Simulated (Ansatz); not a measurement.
CH3S, doublet, geometry from GFN2-xTB, atoms displaced at random by about 0.08 Å a coordinate; PBE0/cc-pVDZ, gradient in Ansatz (an electronic-structure program).

Here is a job for Ansatz.
Ansatz 0.2 input:
```yaml
crystal:
  periodic: [false, false, false]
  atoms:
    - {symbol: C, position_ang: [-0.00126137, 1.01912140, 0.09380364]}
    - {symbol: S, position_ang: [-0.05520671, -0.69478602, -0.16883268]}
    - {symbol: H, position_ang: [0.98334482, 1.44914533, -0.01201551]}
    - {symbol: H, position_ang: [-0.41363220, 1.38111388, 0.91259552]}
    - {symbol: H, position_ang: [-0.42448412, 1.52922489, -0.87787882]}
basis:
  gaussian:
    orbitals: cc-pVDZ
hamiltonian:
  xc: pbe0
magnetization: {spin_polarized: true, initial_magnetization: 1}
output: {forces: true}
```

**Question.** Predict the main parts of the log of this Ansatz run.

**Answer.** 
```
Functional definition: PBE0
451 factors; integrals over basis functions are off by at most 1.1e-3 eV
mean field evaluation 1: about -11911.7480 eV, gradient 2.4e1 eV
mean field evaluation 2: about -11910.6260 eV, gradient 2.7e1 eV
mean field evaluation 4: about -11914.4632 eV, gradient 4.3e-1 eV
mean field evaluation 8: about -11914.5797 eV, gradient 3.8e-2 eV
mean field evaluation 16: about -11914.5799 eV, gradient 4.9e-3 eV
mean field evaluation 32: about -11914.4353 eV, gradient 2.7e0 eV
mean field -11914.57990152 eV, -437.8527353884 hartree, gradient 4.3e-6 eV, S^2 0.753589; 2 other end points of the search recorded, 0 dependent functions left out
the calculation of the forces begins
reference -11914.57992051 eV, -437.8527360866 hartree; 13, 12 occupied and 34, 35 virtual orbitals, 451 factors
Total energy: -11914.57992051 eV, -437.8527360866 hartree
Atom 0 at    -0.001261     1.019121     0.093804 Å, force     1.370089     0.169692    -6.114895 eV/Å
Atom 1 at    -0.055207    -0.694786    -0.168833 Å, force    -0.003854    -1.031023    -0.031436 eV/Å
Atom 2 at     0.983345     1.449145    -0.012016 Å, force     1.164404    -0.078334     0.179423 eV/Å
Atom 3 at    -0.413632     1.381114     0.912596 Å, force    -2.589444     1.765815     4.369098 eV/Å
Atom 4 at    -0.424484     1.529225    -0.877879 Å, force     0.058805    -0.826150     1.597810 eV/Å
Dipole moment:     0.031296     0.373223     0.013498 e Å
```
